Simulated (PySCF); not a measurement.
Pb(F)(NH2) (FH₂NPb), SMILES [NH2][Pb][F] (connectivity only; charge and spin as stated), neutral, multiplicity 1.

The structure is a stationary point at B3LYP-D3(BJ)/def2-TZVP. The def2 effective core potentials stand for the cores of Pb; spin–orbit coupling is left out. The values are those of a single conformer.

These are TDA-M06-2X/def2-SVPD in PySCF values and carry that method's errors.

Vertical excitations.  State labels are in the subgroup Cs.

Computed UV-visible absorptions:
```
state  symmetry  energy (eV)  λ (nm)      f                          main pairs
-----  --------  -----------  ------  -----  ----------------------------------
S1           A'         5.02     247  0.073                      HOMO→LUMO 92 %
S2           A"         5.15     241  0.074                    HOMO−1→LUMO 96 %
S3           A"         5.74     216  0.014                    HOMO→LUMO+1 93 %
S4           A"         6.41     193  0.049                    HOMO→LUMO+3 90 %
S5           A'         6.79     183  0.168                  HOMO−1→LUMO+1 84 %
S6           A"         6.93     179  0.044                    HOMO−2→LUMO 82 %
S7           A"         7.00     177  0.020  HOMO→LUMO+2 80 %, HOMO−2→LUMO 12 %
S8           A"         7.32     169  0.000                    HOMO−4→LUMO 94 %
S9           A'         7.44     167  0.022                    HOMO−3→LUMO 80 %
S10          A'         7.89     157  0.034                  HOMO−1→LUMO+2 88 %
T1           A'         3.68     337      0                      HOMO→LUMO 96 %
T2           A"         4.01     309      0                    HOMO−1→LUMO 95 %
T3           A"         5.58     222      0  HOMO→LUMO+1 73 %, HOMO→LUMO+3 20 %
T4           A'         5.64     220      0                  HOMO−1→LUMO+1 84 %
```
Triplets are in the Tamm–Dancoff approximation.
